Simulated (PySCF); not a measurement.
Calculated properties of `C#Cc1cc[n+]([O-])cc1F`

C₇H₄FNO.
Cartesian coordinates in Å at the GFN2-xTB level; atoms count from 1:
```
atom  x, y, z in Å
C1     1.7757   -0.5714    2.8095
C2     1.1405   -0.3788    1.8088
C3     0.3962   -0.1451    0.6349
C4    -0.4448   -1.1178    0.0834
C5    -1.1589   -0.8673   -1.0582
N6    -1.0877    0.3226   -1.7085
O7    -1.7474    0.5265   -2.7498
C8    -0.2816    1.2846   -1.1970
C9     0.4486    1.0721   -0.0523
F10    1.2222    2.0695    0.3977
H11    2.3292   -0.7429    3.6838
H12   -0.5305   -2.0780    0.5663
H13   -1.8173   -1.5943   -1.5074
H14   -0.2450    2.2200   -1.7335
```

Structural features include: alkyne and C–F bond.

From GFN2-xTB geometry:

```
Point group of the GFN2-xTB geometry                  : Cs
Rotational constants A, B, C of the GFN2-xTB geometry : 2.989, 0.988, 0.743 GHz
```

**PBE0/def2-SVPD ground state and vertical TDDFT (core frozen in the response) (PySCF)**

```
Dipole moment                                                     : 3.23 D
HOMO energy                                                       : -6.72 eV
LUMO energy                                                       : -2.13 eV
HOMO–LUMO gap                                                     : 4.59 eV
Lowest singlet excitation                                         : 4.09 eV (303 nm, f = 0.000)
Strongest line among the 6 lowest singlet transitions             : S3 at 4.55 eV (273 nm, f = 0.391)
Lowest triplet excitation (Tamm–Dancoff)                          : 2.36 eV
Static isotropic polarisability                                   : 102.3 au
Electronic spatial extent ⟨r²⟩ about the centre of nuclear charge : 1409 bohr²
```

**PBE0/pcSseg-1 ground state and GIAO shieldings, non-relativistic (PySCF)**

```
Lowest Hirshfeld atomic charge                              : -0.27 e on O7
Highest Hirshfeld atomic charge                             : +0.13 e on N6
13C chemical shifts (computed TMS as zero) by class         : 174.0 (C9), 140.8 (C5), 137.3 (C4), 134.8 (C8), 108.4 (C3), 97.7 (C1), 79.9 (C2) ppm
1H chemical shifts (computed TMS as zero) by class          : 8.25 (H14), 8.05 (H13), 7.48 (H12), 3.27 (H11) ppm
Isotropic shieldings of nuclei other than C and H, by class : -72 (N6), -181 (O7), 294 (F10) ppm
Mayer bond orders between heavy atoms                       : C1–C2 2.31, C2–C3 1.02, C3–C4 1.35, C4–C5 1.47, C5–N6 1.11, N6–O7 1.31, N6–C8 1.10, C8–C9 1.44, C9–F10 0.97, C9–C3 1.27
```

Monoisotopic mass from the formula: 137.0277 u.

With B = h/(8π²I), that is 505.379 GHz u Å² over I, the principal moments of inertia are 169.1, 511.6 and 680.6 u Å² (most abundant isotopes). The dipole matches unit charges of opposite sign 0.67 Å apart (1 e·Å = 4.8032 D). In wavenumbers S1 is 33000 cm⁻¹ (1 eV = 8065.54 cm⁻¹). The largest Löwdin shares of the LUMO are 0.19 on N6, 0.16 on O7, 0.14 on C3 and 0.10 on C1. The largest Löwdin shares of the HOMO are 0.36 on O7, 0.12 on C3, 0.11 on C1 and 0.10 on N6. The vertical singlet–triplet gap S1 − T1 is 1.73 eV (TDDFT singlet less Tamm–Dancoff triplet; S1: HOMO−1→LUMO, weight 0.97; T1: HOMO→LUMO, weight 0.96).

Isolated species at its GFN2-xTB geometry, gas phase.

For the TDDFT job (PBE0/def2-SVPD), hardware: an Arm Neoverse V2 with one thread (shared host). Cost: 40 s wall, 1.1 GiB resident at most.
